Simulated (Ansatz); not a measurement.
Relaxation of ClGaH2O (5 atoms, charge 0, multiplicity 1), to a largest force component of 0.03 eV/Å in at most 50 steps.

The calculation used RKS B3LYP-D4/def2-SVP (Ansatz).

```xyz
5
Properties=species:S:1:pos:R:3
Ga 0.124 -0.092 0.192
H 0.703 -0.151 1.624
O 1.778 -0.403 -0.369
H 2.337 -0.469 0.415
Cl -1.588 0.163 -1.039
```

Task: Where does it end, and by what steps?

Result: It converged. After 6 steps the energy has fallen by 0.734 eV; H2 moved furthest, 0.66 Å.

```csv
step,energy less start (eV),largest force component (eV/Å),accepted
0,0.0000,1.651,yes
1,-0.3988,0.863,yes
2,-0.6018,0.466,yes
3,-0.6902,0.654,yes
4,-0.7112,0.653,yes
5,-0.7325,0.179,yes
6,-0.7344,0.021,yes
```

```xyz
5
Properties=species:S:1:pos:R:3
Ga 0.274 -0.115 0.362
H 0.123 -0.040 1.907
O 1.793 -0.407 -0.525
H 2.571 -0.524 0.035
Cl -1.407 0.134 -0.956
```

Whether the end is a true minimum wasn't checked by a vibrational analysis.

The run took 27 s on 1 thread of AMD EPYC 7R43 64-Core Processor (Zen 3), with other jobs on the host, peak memory 0.17 GiB.
